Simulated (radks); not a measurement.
Excited configurations of the erbium ion Er2+: one electron is placed in a higher orbital outside [Xe] 4f11. The ground configuration is [Xe] 4f12. All-electron calculation, scalar-relativistic Kohn-Sham, PBEsol, spin-polarised, spherical densities, point nucleus; open shells are filled with parallel spins first (spin-orbit coupling, left out, can overturn this in heavy ions). Program: a radial shooting solver on a logarithmic mesh with Libxc functionals. Excitation = E - E(ground); binding = E(ion) - E, where the ion is the core of charge +3; n* = 3/sqrt(2 binding) in atomic units, and the quantum defect is n - n*.

outer orbital,excitation (eV),binding (eV),n*,eigenvalue (eV)
5d,4.950,20.253,2.459,-15.579
5f,17.220,7.983,3.917,-6.432
6s,4.651,20.552,2.441,-17.500
6p,9.701,15.502,2.811,-13.146
6d,15.350,9.853,3.525,-8.278
6f,19.873,5.330,4.793,-4.429
7s,14.717,10.486,3.417,-9.055
7p,16.612,8.591,3.775,-7.366
7f,21.423,3.780,5.692,-3.220

The Delta-SCF ionisation energy is 25.203 eV (NIST Atomic Spectra Database: 22.70 eV, semi-empirical). Self-interaction in the functional shifts the binding energies and quantum defects, so they are the method's values and not measured ones. Open shells are spherical and high-spin; term and fine-structure splittings are not resolved. Spin-orbit splitting is averaged out at the scalar-relativistic level.
